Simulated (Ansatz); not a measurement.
Abridged output of a molecular run in Ansatz:

```
Functional definition: HF
1890 factors; integrals over basis functions are off by at most 9.9e-4 eV
mean field evaluation 1: about -6962.7292 eV, gradient 3.9e1 eV
mean field evaluation 2: about -6963.0869 eV, gradient 3.8e1 eV
mean field evaluation 4: about -6967.4086 eV, gradient 5.2e0 eV
mean field evaluation 8: about -6967.4868 eV, gradient 2.7e-1 eV
mean field -6967.48707429 eV, -256.0504272477 hartree, gradient 1.7e-6 eV, S^2 0.000000; 0 other end points of the search recorded, 0 dependent functions left out; unrestricted orbitals would lower it
7 core orbitals not correlated: weight in the atoms' cores, before any rotation towards them, 1.000 or more for the frozen orbitals, at most 0.000 for the correlated occupied ones
reference -6967.48707429 eV, -256.0504272477 hartree; 17, 17 occupied and 291, 291 virtual orbitals, 1890 factors
second order -28.29278004 eV of doubles, -0.00000000 eV of singles
cycle   1  -28.30147597 eV  change   -8.7e-3 eV  update   1.2e-1
cycle   2  -29.08210299 eV  change   -7.8e-1 eV  update   3.9e-2
cycle   3  -29.23950224 eV  change   -1.6e-1 eV  update   1.6e-2
cycle   4  -29.23269381 eV  change    6.8e-3 eV  update   4.4e-3
cycle   5  -29.23353842 eV  change   -8.4e-4 eV  update   1.9e-3
cycle   6  -29.23425395 eV  change   -7.2e-4 eV  update   5.5e-4
cycle   7  -29.23408633 eV  change    1.7e-4 eV  update   2.2e-4
cycle   8  -29.23406787 eV  change    1.8e-5 eV  update   9.7e-5
cycle   9  -29.23411809 eV  change   -5.0e-5 eV  update   3.3e-5
cycle  10  -29.23410914 eV  change    9.0e-6 eV  update   1.8e-5
perturbative correction -1.52930150 eV, -0.0562007936 hartree
Total energy: -6998.25048493 eV, -257.1809617366 hartree
```

Its atoms:

Cartesian coordinates in Å:
```
B -0.983 2.171 -0.321
C -0.357 0.788 -0.117
C -1.001 -0.374 -0.568
C -0.439 -1.625 -0.385
C 0.787 -1.739 0.257
C 1.449 -0.607 0.715
C 0.881 0.641 0.528
H -2.041 2.279 -0.873
H -0.419 3.153 0.069
H -1.959 -0.280 -1.069
H -0.950 -2.513 -0.740
H 1.230 -2.718 0.402
H 2.406 -0.704 1.216
H 1.395 1.527 0.884
```

Question: Which basis set was used?
A. cc-pV(D+d)Z
B. def2-TZVPP
C. def2-SVPD
D. cc-pV(Q+d)Z

Answer: B. It gives 315 functions.

Question: Write the keys of the input that set method, charge and spin (a neutral closed shell needs none for the last two).

Answer: 
```yaml
correlation: {method: ccsd_t}
```
